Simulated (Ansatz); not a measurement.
CuHO, closed shell: harmonic vibrations of a pair.

The input file, in.yaml:

```yaml
crystal:
  periodic: [false, false, false]
  atoms:
    - {symbol: Cu, position_ang: [0.046023, 0.039413, -1.327656]}
    - {symbol: O, position_ang: [0.294942, 0.252212, 0.427037]}
    - {symbol: H, position_ang: [-0.340965, -0.291625, 0.900718]}
basis:
  gaussian: {orbitals: def2-TZVP}
hamiltonian: {xc: pbe0, dispersion: d4}
phonons: {temperatures: {t_min: 298.15, t_max: 900, t_step: 200}}
```

Run by:

```bash
ansatz run in.yaml --threads 2 --pin off --events-out ev --progress --plain --max-ram 5222MiB
```

The run's output (Ansatz 0.2.0):

```
Functional definition: PBE0
  name "PBE0"
  cite "Adamo & Barone, J. Chem. Phys. 110, 6158 (1999) doi:10.1063/1.478522"
  cite "Perdew, Burke & Ernzerhof, Phys. Rev. Lett. 77, 3865 (1996) doi:10.1103/PhysRevLett.77.3865"
  parent pbe
  parameter a = 0.25
  parameter kappa = 0.804
  parameter beta = 0.06672455060314922
  exchange = (1 - a)*pbe_x(kappa = kappa, mu = beta*pi^2/3) + a*exact_x
  correlation = pbe_c(beta = beta)
737 factors; their error is unknown
mean field evaluation 1: about -46686.7478 eV, gradient 8.3e1 eV
mean field evaluation 2: about -46585.6367 eV, gradient 3.0e2 eV
mean field evaluation 4: about -46694.7400 eV, gradient 2.7e1 eV
mean field evaluation 8: about -46695.6346 eV, gradient 7.3e-2 eV
mean field evaluation 16: about -46695.6780 eV, gradient 4.0e-5 eV
mean field -46695.67801624 eV, -1716.0345156293 hartree, gradient 4.0e-5 eV, S^2 0.000000; 0 other end points of the search recorded, 0 dependent functions left out
the calculation of the forces begins
reference -46695.67804408 eV, -1716.0345166524 hartree; 19, 19 occupied and 63, 63 virtual orbitals, 737 factors
these checks for a lower state are left out or cut short: stability, starts, cluster_reference, orbital_swaps, neighbouring_geometries, increment
737 factors; their error is unknown
Total energy: -46695.69950257 eV, -1716.0353052376 hartree
Atom 0 at     0.046023     0.039413    -1.327656 Å, force     0.000004     0.000004    -0.000029 eV/Å
Atom 1 at     0.294942     0.252212     0.427037 Å, force     0.000002     0.000002     0.000003 eV/Å
Atom 2 at    -0.340965    -0.291625     0.900718 Å, force    -0.000006    -0.000006     0.000026 eV/Å
Dipole moment:    -0.287683    -0.245990    -0.770330 e Å
Vibrations: 608.15 779.28 3861.39 cm⁻¹, zero-point energy 0.325385 eV

[the SCF lines of later steps are left out]
```

Hardware: 2 CPU threads of an Arm Neoverse V2, shared host. Wall time about 8.5 s.
